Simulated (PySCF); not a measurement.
Dy (dysprosium, neutral) across methods

[Xe] 4f10 6s2, one real determinant. Computed with PySCF 2.14 in cc-pVDZ-X2C (8s7p5d3f1g, 84 functions), with the spin-free X2C one-electron Hamiltonian (Gaussian nucleus).

| method | E (hartree) | mean ε 4f β (eV) | mean ε 6s α (eV) | mean ε 6s β (eV) | Σ⟨r²⟩ (bohr²) | ⟨S²⟩ |
| --- | --- | --- | --- | --- | --- | --- |
| UHF | -12152.26970 | -10.743 | -5.149 | -5.043 | 83.00 | 6.007 |
| PBE0 | -12156.45 | -3.843 | -4.315 | -4.204 | 78.55 | 6.005 |
| LDA | -12148.06 | -1.427 | -3.978 | -3.862 | 76.98 | 6.007 |
| PBE | -12156.60 | -1.480 | -3.831 | -3.711 | 78.00 | 6.007 |
| r2SCAN | -12156.82 | -1.677 | -3.905 | -3.733 | 78.95 | 6.008 |

⟨L²⟩ = 34.02 against 42 for a pure I term, so this real determinant mixes terms. Spin-orbit coupling, absent here, splits the open shell strongly.
